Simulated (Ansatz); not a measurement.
S7⁻, relaxed as a doublet with UKS r2SCAN-D4/def2-SVPD in Ansatz, starting from the GFN1-xTB geometry. Force threshold 0.02 eV/Å.

The relaxation made no stability test and no search for a lower SCF solution. Another isomer (doublet) lies 0.30 eV lower at PBE0-D4/def2-TZVPD; other spin states weren't run for this one.

Start:

```xyz
7

S     0.772    1.315   -0.241
S     0.199   -0.403   -1.221
S     4.130    1.025   -0.277
S    -3.712   -0.097    1.171
S     2.498    0.963    0.860
S    -0.934   -1.608    0.009
S    -2.952   -1.196   -0.301
```

| step | energy (eV) | largest force component (eV/Å) | SCF passes |
| --- | --- | --- | --- |
| 1 | -75822.9596 | 0.693 | 41 |
| 2 | -75823.0157 | 0.197 | 31 |
| 3 | -75823.0204 | 0.102 | 25 |
| 4 (rejected) | -75823.0199 | 0.173 | 29 |
| 5 | -75823.0238 | 0.097 | 31 |
| 6 | -75823.0267 | 0.059 | 24 |
| 7 | -75823.0268 | 0.045 | 23 |
| 8 | -75823.0275 | 0.026 | 25 |
| 9 | -75823.0278 | 0.015 | 27 |
| 10 | -75823.0280 | 0.017 | 26 |

Force components are those of the run's own axes.

End:

Cartesian coordinates in Å:
```
S 0.708 1.439 -0.123
S 0.198 -0.277 -1.188
S 4.065 0.788 -0.391
S -3.752 -0.112 1.073
S 2.556 1.066 0.885
S -0.855 -1.612 0.056
S -2.919 -1.293 -0.311
```

By distances, no bond broke or formed. The bond that changes most is S1–S5, from 2.08 to 2.14 Å (atoms count from 1).

The force fell under the threshold at step 9, but the optimiser went on. No frequencies were taken in this run, so the end may be a saddle point.

It took 98 s on 4 threads of Arm Neoverse V1 on a shared host.
